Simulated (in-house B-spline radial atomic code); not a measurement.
A run on B (an excited or competing configuration) that did not converge. Method: scalar-relativistic (X2C) wB97X, spin-polarised, spherical fractional occupations, exact exchange averaged over the configuration, Fermi nucleus of rms radius 2.406 fm; computed with a B-spline radial code for spherical atoms.

Command:
```bash
python run_scf.py task.json out
```
Settings (nuclear radius in fm, mass in u):
```
Z                5
configuration    [He] 2s2 3d1
hamiltonian      x2c
method           wb97x
spin_polarised   True
nucleus          fermi
rms_radius       2.406
atomic_mass      11.00931
speed_of_light   137.035999084
exact_exchange   averaged over the configuration
```

First and last ten iterations of the last attempt (damped for 15 steps, keeping 80 % of the old Fock matrix, then DIIS):
```
 iter        energy (Eh)    residual
    1         -23.908982    9.89e-02
    2         -24.380849    2.11e-02
    3         -24.389331    1.72e-02
    4         -24.394445    1.40e-02
    5         -24.397833    1.15e-02
    6         -24.400366    9.51e-03
    7         -24.402430    7.90e-03
    8         -24.403635    6.65e-03
    9         -24.404358    5.68e-03
   10         -24.404907    4.85e-03
  111         -24.406505    2.66e-05
  112         -24.406505    1.48e-05
  113         -24.406505    2.69e-05
  114         -24.406505    8.22e-06
  115         -24.406505    8.93e-06
  116         -24.406505    1.54e-05
  117         -24.406505    5.95e-05
  118         -24.406505    7.34e-05
  119         -24.406505    4.94e-05
  120         -24.406505    5.50e-06
 not converged after 120 iterations
```

The smallest residual met was 5.1e-06; the threshold is about 1e-07. Over the last five steps the energy moves by less than 1e-08 hartree, but the orbitals didn't meet the threshold. Time taken, with all properties: 3.7 s on 1 thread of Intel(R) Xeon(R) 6975P-C, on a shared host.
